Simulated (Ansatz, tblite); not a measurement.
Cyclo-(X2GeNH)n: gap (eV) at several levels, gas phase, relaxed structures; Ansatz, xTB through tblite. The structures are stationary points that may keep the symmetry of their start.

| species | state | geometry | GFN1-xTB | GFN2-xTB | PBE-D4/def2-SVP | B3LYP-D4/6-31G | PBE0-D4/def2-SVP |
| --- | --- | --- | --- | --- | --- | --- | --- |
| cyclo-(F2GeNH)3 (Ge3N3F6H3) | singlet | PBE-D4/def2-SVP | 4.89 | 4.91 | 4.91 | 6.52 | 7.58 |
| cyclo-(Me2GeNH)3 (C6H21Ge3N3) | singlet | PBE-D4/def2-SVP | 5.33 | 5.84 | 4.87 | 6.61 | 7.11 |

(1) Estimate the rows for cyclo-(H2GeNH)2 (Ge2N2H6) (singlet, B3LYP-D4/def2-SVP geometry).

(1) 
```json
{"species": "cyclo-(H2GeNH)2 (Ge2N2H6)", "state": "singlet", "geometry": "B3LYP-D4/def2-SVP", "GFN1-xTB": "4.45", "GFN2-xTB": "5.25", "PBE-D4/def2-SVP": "4.29", "B3LYP-D4/6-31G": "5.69", "PBE0-D4/def2-SVP": "6.49"}
```

Over the 3 species that have every level, the mean is 4.89 at GFN1-xTB, 5.34 at GFN2-xTB, 4.69 at PBE-D4/def2-SVP, 6.27 at B3LYP-D4/6-31G, 7.06 at PBE0-D4/def2-SVP. Orbital gaps grow with the share of exact exchange and aren't one observable across functionals.
